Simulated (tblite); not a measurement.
BCl₂, doublet, geometry from GFN2-xTB; GFN1-xTB (tblite 0.6.0).

tblite was given this input:
```
$ tblite run mol.xyz --method gfn1 --charge 0 --spin 1 --grad --json tblite.json --no-restart

# file mol.xyz
3

Cl    -1.48182678    -0.13553318    -0.02688284
B     -0.01475540     0.71386629     0.00326913
Cl     1.48616661    -0.07442749     0.02592133
```

Output, abridged:

```
xTB calculator
 | screened Coulomb repulsion
 | Coulomb electrostatics
 |  * isotropic Klopman-Ohno-Mataga-Nishimoto electrostatics
 |  * onsite third-order electrostatics
 | DFT-D3(BJ) dispersion correction

halogen bonding energy    0.0000000000000E+00 Eh
repulsion energy          3.8776908052422E-02 Eh
dispersion energy        -8.9860918676242E-04 Eh
number of electrons       1.7000000000000E+01 e
integral cutoff           2.1261634374110E+01 bohr

------------------------------------------------------------
  cycle        total energy    energy error   density error
------------------------------------------------------------
      1     -9.883555791459  -9.9214341E+00   3.7975950E-01
      2     -9.892231578589  -8.6757871E-03   2.2668614E-01
      3     -9.892266719015  -3.5140426E-05   5.7666664E-02
      4     -9.892455366060  -1.8864704E-04   7.9907869E-03
      5     -9.892482321499  -2.6955439E-05   1.7835821E-03
      6     -9.892483358206  -1.0367076E-06   1.6489335E-04
      7     -9.892483374340  -1.6133962E-08   1.1069716E-05
------------------------------------------------------------

electronic energy        -9.9303616732061E+00 Eh
total energy             -9.8924833743404E+00 Eh

Post processing:
 | Mayer-Wiberg bond orders

[Info] Tight-binding results written to 'tblite.txt'
[Info] JSON dump of results written to 'tblite.json'
```
